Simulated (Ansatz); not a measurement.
A structure drawn as `FC(F)(F)C(F)(F)C(F)(F)C(F)(F)F`, with this starting geometry:

```xyz
14

F     1.822   -1.069   -0.549
C     0.689   -0.779   -1.235
F     0.557   -1.644   -2.305
F     0.813    0.469   -1.732
C    -0.525   -0.802   -0.329
F    -0.808   -2.130    0.014
F    -1.645   -0.367   -0.966
C    -0.369   -0.024    0.971
F     0.656   -0.624    1.754
F    -1.465   -0.145    1.726
C    -0.005    1.421    0.729
F     1.195    1.603    0.202
F    -0.017    2.101    1.832
F    -0.897    1.989   -0.112
```

The species carries charge 0 and has multiplicity 1.

**Question.** Does it keep its bonds when Ansatz relaxes it at PBE-D4/def2-SVP and then PBE0-D4/def2-TZVP?

**Answer.** Yes, every drawn bond is still there and no new one forms.

**Question.** Give the relaxed structure. (An estimate is asked.)

**Answer.** Computed: 
Z-matrix (Å, degrees):
```
C
F 1 1.325
F 1 1.326 2 108.6
F 1 1.325 2 108.9 3 -118.9
C 1 1.552 2 108.7 3 120.2
C 5 1.560 1 117.7 2 170.0
F 5 1.339 1 107.4 2 50.5
F 5 1.337 1 107.7 2 -66.7
F 6 1.339 5 106.1 1 174.9
F 6 1.337 5 108.8 1 -68.1
C 6 1.552 5 117.7 1 54.7
F 11 1.326 6 110.5 5 -71.0
F 11 1.325 6 108.7 5 170.0
F 11 1.325 6 110.9 5 50.3
```
All modes are real.

Atoms count as bonded under 1.1 times the sum of their covalent radii (H–H under 0.85 Å, pairs among N, O and F under 1.55 Å), and a drawn bond as lost past 1.3 times.
